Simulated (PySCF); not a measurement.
The numbers are results of PBE-D3(BJ)/def2-TZVP // PBE0-D3(BJ)/def2-TZVP run with PySCF, not measurements. Isolated molecules, 0 K electronic values unless said otherwise. One relaxed conformer stands for a flexible species; it need not be the lowest. Excitations are Tamm–Dancoff values on a coarser integration grid. The basis has no diffuse functions, so Rydberg states are missing or too high.

Reference species (SMILES): `C/C(=C/O)[SiH3]` (C–C–O–H torsion 180°) (neutral, multiplicity 1).

HOMO–LUMO gap: 4.63 eV
S1 excitation (TDA): 5.22 eV

Changed species: `C/C=C(/O)[SiH3]` (Si–C–O–H torsion 180°).

Question: Give the shifts of the HOMO–LUMO gap and S1 excitation (TDA).

Answer: the HOMO–LUMO gap drops by 0.14 eV, to 4.49 eV; the S1 excitation (TDA) rises by 0.22 eV, to 5.44 eV.
